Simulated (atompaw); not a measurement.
# Reading a pseudo-wave (Be)

Columns: radius, all-electron u(r) and pseudo u(r) of the 2p shell (level -9.78 eV) of beryllium in the configuration [He] 2s1 2p0; PBE, non-relativistic, PAW (atompaw) scheme, atompaw 4.2.0.5.

```json
{"r (bohr)": "0.115", "all-electron": "0.0226", "pseudo": "0.0055"}
{"r (bohr)": "0.231", "all-electron": "0.0743", "pseudo": "0.0220"}
{"r (bohr)": "0.346", "all-electron": "0.1381", "pseudo": "0.0486"}
{"r (bohr)": "0.462", "all-electron": "0.2063", "pseudo": "0.0845"}
{"r (bohr)": "0.577", "all-electron": "0.2726", "pseudo": "0.1279"}
{"r (bohr)": "0.692", "all-electron": "0.3349", "pseudo": "0.1771"}
{"r (bohr)": "0.808", "all-electron": "0.3922", "pseudo": "0.2310"}
{"r (bohr)": "0.923", "all-electron": "0.4424", "pseudo": "0.2864"}
{"r (bohr)": "1.038", "all-electron": "0.4857", "pseudo": "0.3420"}
{"r (bohr)": "1.154", "all-electron": "0.5227", "pseudo": "0.3961"}
{"r (bohr)": "1.269", "all-electron": "0.5536", "pseudo": "0.4462"}
{"r (bohr)": "1.385", "all-electron": "0.5796", "pseudo": "0.4916"}
{"r (bohr)": "1.500", "all-electron": "0.5997", "pseudo": "0.5304"}
{"r (bohr)": "1.615", "all-electron": "0.6142", "pseudo": "0.5621"}
{"r (bohr)": "1.731", "all-electron": "0.6234", "pseudo": "0.5866"}
{"r (bohr)": "1.846", "all-electron": "0.6274", "pseudo": "0.6031"}
{"r (bohr)": "1.962", "all-electron": "0.6268", "pseudo": "0.6124"}
{"r (bohr)": "2.077", "all-electron": "0.6221", "pseudo": "0.6147"}
{"r (bohr)": "2.192", "all-electron": "0.6137", "pseudo": "0.6110"}
{"r (bohr)": "2.308", "all-electron": "0.6022", "pseudo": "0.6020"}
{"r (bohr)": "2.423", "all-electron": "0.5881", "pseudo": "0.5891"}
{"r (bohr)": "2.538", "all-electron": "0.5720", "pseudo": "0.5730"}
{"r (bohr)": "2.654", "all-electron": "0.5540", "pseudo": "0.5547"}
{"r (bohr)": "2.769", "all-electron": "0.5349", "pseudo": "0.5352"}
{"r (bohr)": "2.885", "all-electron": "0.5148", "pseudo": "0.5148"}
{"r (bohr)": "3.000", "all-electron": "0.4942", "pseudo": "0.4942"}
```

Question: How many radial nodes do the two functions have?

Answer: The all-electron 2p function has n − l − 1 = 0; the pseudo-wave has 0.

Question: Is the pseudo-wave norm-conserving?

Answer: No, it belongs to a PAW set: the norm inside the radius is not constrained, and the difference is carried by the augmentation charge.
